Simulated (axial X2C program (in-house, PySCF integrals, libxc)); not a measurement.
KP: from Re and ωe to a spectrum

A bond curve at the PBE0 level, 2c, was computed with an in-house all-electron X2C program for linear molecules (integrals from PySCF) (basis K dyall-cv3z [11s12p6d3f], P dyall-v3z [8s7p2d1f] (cores contracted in-house)) for the state Ω = 1 (⟨Sz⟩ = 1.00, ⟨Lz⟩ = 0.00 at PBE0). Its fit gives Re = 3.0161 Å, ωe = 214.4 cm⁻¹, ωexe = 0.945 cm⁻¹ and αe = 6.673e-04 cm⁻¹; the masses are 38.9637 and 30.9738 u. Two-component means X2C with spin–orbit coupling and atomic mean-field Coulomb and Gaunt terms.

Find the reduced mass, Be and the force constant.

From the PBE0 values: μ = 17.2562 u. Be = 16.8576/(μ Re²) = 0.1074 cm⁻¹. k = 5.8918×10⁻⁷ μ ωe² = 0.467 mdyn/Å.

Estimate De from a Morse curve and compare with the computed well depth of 1.341 eV to K + P.

De(Morse) = ωe²/(4ωexe) = 1.508 eV against 1.341 eV computed, a ratio of 1.12. For De the Morse form works well here.

A Morse curve ties αe to the other constants (Pekeris). How well does that hold?

αe(Morse) = 6Be²/ωe × (√(ωexe/Be) − 1) = 6.346e-04 cm⁻¹; the PBE0 curve gives 6.673e-04 cm⁻¹, a ratio of 0.95.

The dipole moment p changes by 2.53 D/Å at Re. What harmonic infrared intensity follows?

I = 42.256 × (dp/dR)²/μ = 16 km/mol.

Estimate the centrifugal constant by the Kratzer relation.

D = 4Be³/ωe² = 1.08e-07 cm⁻¹.

One determinant describes the state; a PBE0 search over occupations chose it and may have missed a lower one. De is counted from the lowest determinant-based energies of the atoms at the same level, without counterpoise correction. Density functionals use the spin component along the axis (collinear). Other states lie close and PBE0, whose exact exchange favours high spin, may order them wrongly; the determinant shown need not be the ground state. The nearest other 2c determinant of the search, Ω = 2, lies 0.44 eV up at the distance of the search. With several unpaired electrons one determinant need not be a pure state. Open-shell Ω = 0 determinants with evenly filled partner blocks cannot be reached by this program, so the Ω shown need not be the lowest component. This is the Ω = 1 component of a π² triplet; the 0⁺ component is not one determinant and can lie lowest.
